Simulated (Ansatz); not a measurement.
`[SiH3]C1=NCO1` + `[OH][Mg][O][SiH3]` → `[SiH3][O][Mg][O][SiH3]` + `C1=NCO1`  (ligand exchange at the Si–C bond)

Computed with Ansatz on PBE0-D4/def2-TZVP structures; ΔE is electronic, products minus reactants. CCSD(T)/CBS adds triple-zeta CCSD(T) − MP2 to the extrapolated MP2 energy (def2 sets, frozen cores). Functionals use def2-TZVPP. B3LYP here is the variant with VWN-RPA as its local correlation; programs differ in this. For Mg outer-core shells are correlated without core-valence functions, which leaves a few kJ/mol of doubt a bond. Each species was taken in one conformer, which may not be the lowest.

CCSD(T)/CBS gives -30.9 kcal/mol.

Task: Another level gave -29.3 kcal/mol. Which?
A. B2PLYP/def2-TZVPP
B. SCS-MP2/def2-TZVPP
C. B3LYP-D4/def2-TZVPP
D. PBE/def2-TZVPP

Result: C. B3LYP-D4 -29.3, SCS-MP2/def2-TZVPP -31.6, B2PLYP -30.6, PBE -26.8 kcal/mol.

Largest T1 diagnostic among the species: 0.015.

In def2-TZVPP, CCSD(T) changes the Hartree–Fock value by +4.9 kcal/mol (the triples alone add +0.8 kcal/mol) and MP2 by +4.8 kcal/mol. The D4 term adds +0.8 kcal/mol with B3LYP and +0.4 kcal/mol with PBE0; it sums over pairs of atoms, weighted by their polarisabilities, and B3LYP, whose exchange is more repulsive, gets the larger term.
